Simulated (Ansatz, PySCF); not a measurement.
Pair of molecules: GeH4 (SMILES [GeH4]) (first 5 atoms) with H2Se (SMILES [SeH2]); geometry from B3LYP-D3(BJ)/def2-TZVP, rigid monomers moved along the line of their centres of mass till Ge1···Se6 is 3.56 Å.
(charge 0, multiplicity 1):
```json
[
 {"atom": "Ge", "x (Å)": "0.1106", "y (Å)": "0.0508", "z (Å)": "-0.0842"},
 {"atom": "H", "x (Å)": "-1.4039", "y (Å)": "0.0294", "z (Å)": "0.1566"},
 {"atom": "H", "x (Å)": "0.3907", "y (Å)": "0.1205", "z (Å)": "-1.5951"},
 {"atom": "H", "x (Å)": "0.7436", "y (Å)": "-1.2294", "z (Å)": "0.4827"},
 {"atom": "H", "x (Å)": "0.7323", "y (Å)": "1.2743", "z (Å)": "0.6033"},
 {"atom": "Se", "x (Å)": "-0.0792", "y (Å)": "-0.6447", "z (Å)": "3.4059"},
 {"atom": "H", "x (Å)": "-0.2819", "y (Å)": "0.3661", "z (Å)": "4.4551"},
 {"atom": "H", "x (Å)": "1.2800", "y (Å)": "-0.1504", "z (Å)": "3.1435"}
]
```

Counterpoise-corrected where a basis set is named; no monomer relaxation.

Correlated levels freeze the cores. Filled d and f shells under p-block atoms count as core. CBS: X⁻³ extrapolation of the correlation energy, Hartree–Fock from the larger set.

Run with Ansatz (Gaussian basis) for Hartree–Fock, density functionals and correlated methods; PySCF for the dispersion terms. Values without a source in brackets are computed.

PBE/def2-TZVPPD gives 28.0 meV for the interaction energy.

Q: Where do these levels fall relative to PBE: PBE-D3(BJ)/def2-TZVPPD, r2SCAN/def2-TZVPPD, PBE0/def2-TZVPPD, wB97M-V/def2-TZVPPD, MP2/CBS(aug-cc-pVDZ, aug-cc-pVTZ), MP2/CBS(aug-cc-pVDZ, aug-cc-pVTZ) + ΔCCSD(T)/aug-cc-pVDZ.

A: PBE-D3(BJ)/def2-TZVPPD -57.1; r2SCAN/def2-TZVPPD -20.2; PBE0/def2-TZVPPD -1.4; wB97M-V/def2-TZVPPD -51.1; MP2/CBS(aug-cc-pVDZ, aug-cc-pVTZ) -54.0; MP2/CBS(aug-cc-pVDZ, aug-cc-pVTZ) + ΔCCSD(T)/aug-cc-pVDZ -45.3 meV. 0 of 6 lie above PBE; the widest gap is to PBE-D3(BJ)/def2-TZVPPD.

Ansatz is a quantum-chemistry and plane-wave program.
